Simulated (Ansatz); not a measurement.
Ansatz (a first-principles code) input file for H2Zn, SMILES [ZnH2] (connectivity only; charge and spin as stated), charge +1, multiplicity 2, PBE-D3(BJ)/def2-TZVPD. 

Ansatz 0.2 input:
```yaml
crystal:
  periodic: [false, false, false]
  atoms:
    - {symbol: Zn, position_ang: [0.00000000, 0.00000000, 0.00000000]}
    - {symbol: H, position_ang: [0.00000000, 0.00000000, -1.65126957]}
    - {symbol: H, position_ang: [0.00000000, 0.00000000, 1.65126957]}
basis:
  gaussian:
    orbitals: def2-TZVPD
hamiltonian:
  xc: pbe
  dispersion: d3bj
total_charge: 1
magnetization: {spin_polarized: true, initial_magnetization: 1}
relax: {f_tol: 0.002, max_steps: 200}
```

Log of the run:

```
WARN ansatz: RAYON_NUM_THREADS=1 ignored (pool sized by the plan → 1); use --threads N
Functional definition: PBE
integrals: 0.01 GiB planned
566 factors; their error is unknown
mean field: 0.17 GiB planned
mean field evaluation 1: about -48432.7391 eV, gradient 2.2e1 eV
mean field evaluation 2: about -48430.4225 eV, gradient 5.0e1 eV
mean field evaluation 4: about -48433.7563 eV, gradient 6.2e-1 eV
mean field evaluation 8: about -48433.7244 eV, gradient 1.3e-2 eV
mean field evaluation 16: about -48433.7244 eV, gradient 1.5e-5 eV
mean field -48433.72443101 eV, -1779.9065432820 hartree, gradient 1.5e-5 eV, S^2 0.769708; 0 other end points of the search recorded, 0 dependent functions left out
the calculation of the forces begins
reference -48433.72447044 eV, -1779.9065447310 hartree; 16, 15 occupied and 53, 54 virtual orbitals, 566 factors
relax step   1: F+E_penalty+E_count = -48433.74324104 eV  Δ(F+E_penalty+E_count) = +0.000e0 eV  max|allowed force component| = 5.031e-3 eV/Å  Δτ_max = 0.0000 Å  (30 SCF iters, accepted)
these checks for a lower state are left out or cut short: starts, cluster_reference, orbital_swaps, neighbouring_geometries, increment
integrals: 0.01 GiB planned
566 factors; their error is unknown
mean field: 0.17 GiB planned
mean field -48433.72443373 eV, -1779.9065433820 hartree, gradient 2.6e-5 eV, S^2 0.769732; 0 other end points of the search recorded, 0 dependent functions left out
the calculation of the forces begins
reference -48433.72447315 eV, -1779.9065448309 hartree; 16, 15 occupied and 53, 54 virtual orbitals, 566 factors
relax step   2: F+E_penalty+E_count = -48433.74324383 eV  Δ(F+E_penalty+E_count) = -2.796e-6 eV  max|allowed force component| = 1.530e-3 eV/Å  Δτ_max = 0.0004 Å  (21 SCF iters, accepted)
integrals: 0.01 GiB planned
566 factors; their error is unknown
mean field: 0.17 GiB planned
mean field evaluation 32: about -48433.7244 eV, gradient 4.3e-4 eV
mean field -48433.72443373 eV, -1779.9065433820 hartree, gradient 2.6e-5 eV, S^2 0.769732; 1 other end points of the search recorded, 0 dependent functions left out
the calculation of the forces begins
reference -48433.72447315 eV, -1779.9065448309 hartree; 16, 15 occupied and 53, 54 virtual orbitals, 566 factors
Total energy: -48433.74328326 eV, -1779.9072360894 hartree
Atom 0 at    -0.000000     0.000000     0.000000 Å, force    -0.000000     0.000000    -0.000000 eV/Å
Atom 1 at     0.000000    -0.000000    -1.651696 Å, force     0.000000    -0.000000    -0.001530 eV/Å
Atom 2 at     0.000000    -0.000000     1.651696 Å, force     0.000000    -0.000000     0.001530 eV/Å
Dipole moment:    -0.000000    -0.000000     0.000000 e Å
```

The calculation finished and met its thresholds.

Cost: about 5 core-seconds (a rough figure).
